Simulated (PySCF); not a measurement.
Compound: C6H5N2 (doublet state).
Geometry (GFN2-xTB, Å), atoms numbered from 1 in this order:
```
atom  x, y, z in Å
C1    -2.8790    0.1703    1.2599
C2    -1.7179   -0.1303    0.7623
C3    -1.2294    0.3278   -0.5532
N4    -0.0710    0.1369   -0.9972
C5     1.0453   -0.3738   -0.4496
C6     1.7312    0.1875    0.5706
C7     2.9751   -0.3006    0.9820
N8     3.9884   -0.7058    1.3416
H9    -3.7414    0.7073    0.9331
H10   -0.9899   -0.7193    1.3104
H11   -1.9288    0.8603   -1.1853
H12    1.4654   -1.2108   -0.9965
H13    1.3477    1.0512    1.0969
```

The hyperfine couplings belong to this conformer and change with its torsions.

Identity: `[H]\[C]=C/C=N\C=C\C#N` [radical].

The calculation used PySCF, UKS B3LYP, pcH-1 on C H N, non-relativistic, mean-field spin-orbit, GIAO. The structure is a single GFN2-xTB conformer in the gas phase; no vibrational or solvent corrections. Couplings are sensitive to structure, and on GFN2-xTB geometries they can be far from those on DFT ones. The frame is twisted about the N4–C5 bond at this geometry (dihedral C3–N4–C5–C6 = -65°); couplings at other torsion angles weren't computed. The SCF solution wasn't tested for stability.

(1) Give the principal g shifts and their parts.

(2) At 33.803 GHz, how far is the centre of the isotropic spectrum from where a free electron (g = 2.002319) resonates?

(3) What effective moment and Curie constant follow for a powder?

(4) In a frozen sample, at which fields do the three g values resonate at 9.5, 34, 94 and 263 GHz (hyperfine left aside), and which band first spreads them over more than twice a line width of 1.0 mT?

Results:

(1) 
```csv
Δg (ppm),1,2,3
relativistic mass correction,-150,-150,-150
gauge correction,32,9,-19
orbital Zeeman/spin–orbit,-263,-55,597
total,-381,-196,428
```

So g = 2.00194, 2.00212, 2.00275 and g_iso = 2.00227; the tensor is rhombic: the two nearest values differ by 23 % of g3 − g1. Axes: g2 points within 9° of the C2–C3 bond.

(2) B = hν/(g μB) with μB/h = 13.99624 MHz/mT gives 1206.18 mT for the free electron and 1206.21 mT at g_iso, 0.03 mT higher.

(3) With the mean of g² = 4.0091 and S(S+1) = 0.75: μ_eff = √(⟨g²⟩S(S+1)) = 1.734 μB and χT = 0.12505·⟨g²⟩·S(S+1) = 0.376 cm³ K/mol (cgs; spin-Hamiltonian part alone).

(4) 
| band | GHz | B(g3) mT | B(g2) mT | B(g1) mT | spread mT |
| --- | --- | --- | --- | --- | --- |
| X | 9.5 | 338.91 | 339.02 | 339.05 | 0.14 |
| Q | 34.0 | 1212.95 | 1213.32 | 1213.44 | 0.49 |
| W | 94.0 | 3353.44 | 3354.48 | 3354.79 | 1.35 |
| J | 263.0 | 9382.49 | 9385.41 | 9386.28 | 3.79 |

The spread grows in proportion to the frequency. J band is the first where it exceeds 2.0 mT.

Largest spin populations (Mulliken): C1 (+1.04), C2 (-0.16) and C3 (+0.08). No atom but C1 exceeds +0.15.

The HOMO–LUMO gaps are 4.10 eV among the α and 3.57 eV among the β orbitals.

The run took 29 s wall (with the writing of density and orbital grids) on one thread, AMD EPYC 9R45 (x86_64), shared host with 96 logical CPUs at a one-minute load of 41, and the process peaked at 0.90 GiB of memory.
